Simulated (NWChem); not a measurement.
System: GaSiH₃F₂; SMILES [F][Ga]([F])[SiH3]

The following NWChem deck was run.

```
start job
memory heap 200 mb stack 900 mb global 1100 mb
geometry units angstroms
  Ga     0.125544    -0.135931     0.184071
  F      1.853544    -0.578337     0.182658
  F     -0.591874    -0.776600     1.686641
  Si    -1.030559     1.109338    -1.523294
  H     -2.363096     1.432135    -1.001850
  H     -1.124880     0.268869    -2.723921
  H     -0.261520     2.329793    -1.795611
end
basis spherical
  * library def2-svp
end
dft
  xc xpbe96 cpbe96
  disp vdw 4
  iterations 150
end
driver
  maxiter 120
end
task dft optimize
task dft freq
```

The optimisation ended at a saddle point (imaginary frequency).

The level has its own optimisation; frequencies are unscaled.

### Question
Predict the main results of this run. (PBE-D3(BJ)/def2-SVP.) Quantities: r F–Ga (Å); r Ga–Si (Å); r H–Si (Å); highest harmonic frequency (cm⁻¹); lowest (cm⁻¹); zero-point energy (kcal/mol); dipole (D).

### Answer
| Property | Result |
|---|---|
| r F–Ga (Å) | 1.769 |
| r Ga–Si (Å) | 2.394 |
| r H–Si (Å) | 1.502 |
| highest harmonic frequency (cm⁻¹) | 2196 |
| lowest (cm⁻¹) | -29 |
| zero-point energy (kcal/mol) | 17.5 |
| dipole (D) | 3.28 |
